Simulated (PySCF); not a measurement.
# `C[Se]C(Cl)=C=CCl`, C₄H₄Cl₂Se

Geometry:
```
atom   x (Å)   y (Å)   z (Å)
  C1  -1.580  -0.588  -0.180
 Se2  -1.748   1.016   0.891
  C3   0.089   1.497   0.886
 Cl4   0.411   2.892   1.867
  C5   1.035   0.867   0.236
  C6   1.941   0.183  -0.412
 Cl7   2.766  -1.187   0.272
  H8  -1.227  -0.338  -1.189
  H9  -0.888  -1.292   0.302
 H10  -2.584  -1.029  -0.236
 H11   2.259   0.408  -1.435
```

Computed with PySCF, quadratic response CAM-B3LYP/aug-cc-pVDZ first hyperpolarisability, Taylor convention, gas phase. Geometry: PBE0-D3(BJ)/def2-SVP.

The calculation is non-relativistic, which matters for the atoms heavier than Zn.

Q: Give the tensor of the static β(0;0,0) in the axes of these coordinates.

A: In au, Taylor convention; rows are the first index (the induced dipole):
|  | xx | yy | zz | xy | xz | yz |
| --- | --- | --- | --- | --- | --- | --- |
| x | -119.1 | +54.1 | +52.1 | -35.5 | +27.0 | -18.0 |
| y | -35.5 | -39.2 | +3.5 | +54.1 | -18.0 | +23.1 |
| z | +27.0 | +23.1 | -44.1 | -18.0 | +52.1 | +3.5 |

Norm of βᵢ = ⅓ Σⱼ (βᵢⱼⱼ + βⱼᵢⱼ + βⱼⱼᵢ): 72.6 au, hyper-Rayleigh value 67.9 au.
